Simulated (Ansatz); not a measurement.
Complex (SMILES): Cl (HCl) with Cl (HCl), atoms 1 to 2 the first; geometry from B3LYP-D3(BJ)/def2-TZVP, monomers rigid:
```xyz
4

Cl     0.8867    -0.0511     0.1397
H     -0.2309     0.0366     0.7652
Cl    -0.6491    -3.0596    -1.4835
H      0.0587    -2.0731    -1.0529
```

Basis-set convergence of the uncorrected interaction energy at HF with Ansatz (a first-principles code). Cartesian d functions, on some or all atoms, in 6-31G*, 6-31+G*, 6-311G**, 6-311+G**; all else is spherical. No added dispersion term, no relativity. Functions are those of the species that has most. Reference: the counterpoise-corrected one, the value in aug-cc-pV(5+d)Z, -0.13 kcal/mol. Deviations are taken from unrounded values.

| basis | functions | uncorrected interaction energy (kcal/mol) |
|---|---|---|
| 6-31G* | 42 | -0.43 |
| 6-31+G* | 50 | -0.35 |
| def2-SVP | 46 | -1.69 |
| def2-SVPD | 70 | -0.73 |
| pcseg-1 | 46 | -0.19 |
| aug-pcseg-1 | 72 | -0.83 |
| cc-pV(D+d)Z | 56 | -0.65 |
| aug-cc-pV(D+d)Z | 82 | -0.32 |
| 6-311G** | 66 | 0.02 |
| 6-311+G** | 74 | -0.28 |
| def2-TZVP | 86 | -0.33 |
| def2-TZVPD | 110 | -0.18 |
| pcseg-2 | 96 | -0.17 |
| aug-pcseg-2 | 146 | -0.32 |
| cc-pV(T+d)Z | 106 | -0.26 |
| aug-cc-pV(T+d)Z | 156 | -0.18 |
| def2-TZVPP | 112 | -0.30 |
| def2-TZVPPD | 136 | -0.16 |
| cc-pV(Q+d)Z | 188 | -0.17 |
| aug-cc-pV(Q+d)Z | 270 | -0.15 |
| pcseg-3 | 194 | -0.13 |
| aug-pcseg-3 | 276 | -0.15 |
| def2-QZVPP | 200 | -0.15 |
| def2-QZVPPD | 224 | -0.13 |
| cc-pV(5+d)Z | 310 | -0.15 |
| aug-cc-pV(5+d)Z | 432 | -0.13 |

What the diffuse functions change, pair by pair:
- 6-31G* to 6-31+G*: 8 more functions, deviation -0.30 to -0.22 kcal/mol
- def2-SVP to def2-SVPD: 24 more functions, deviation -1.56 to -0.60 kcal/mol
- pcseg-1 to aug-pcseg-1: 26 more functions, deviation -0.06 to -0.70 kcal/mol
- cc-pV(D+d)Z to aug-cc-pV(D+d)Z: 26 more functions, deviation -0.52 to -0.19 kcal/mol
- 6-311G** to 6-311+G**: 8 more functions, deviation 0.15 to -0.15 kcal/mol
- def2-TZVP to def2-TZVPD: 24 more functions, deviation -0.20 to -0.05 kcal/mol
- pcseg-2 to aug-pcseg-2: 50 more functions, deviation -0.04 to -0.19 kcal/mol
- cc-pV(T+d)Z to aug-cc-pV(T+d)Z: 50 more functions, deviation -0.13 to -0.05 kcal/mol
- def2-TZVPP to def2-TZVPPD: 24 more functions, deviation -0.17 to -0.03 kcal/mol
- cc-pV(Q+d)Z to aug-cc-pV(Q+d)Z: 82 more functions, deviation -0.04 to -0.02 kcal/mol
- pcseg-3 to aug-pcseg-3: 82 more functions, deviation 0.00 to -0.02 kcal/mol
- def2-QZVPP to def2-QZVPPD: 24 more functions, deviation -0.02 to 0.00 kcal/mol
- cc-pV(5+d)Z to aug-cc-pV(5+d)Z: 122 more functions, deviation -0.02 to -0.01 kcal/mol

Leaving out the reference's own pair, they bring the value nearer the reference by more than 0.01 kcal/mol in 8 of 12 pairs.
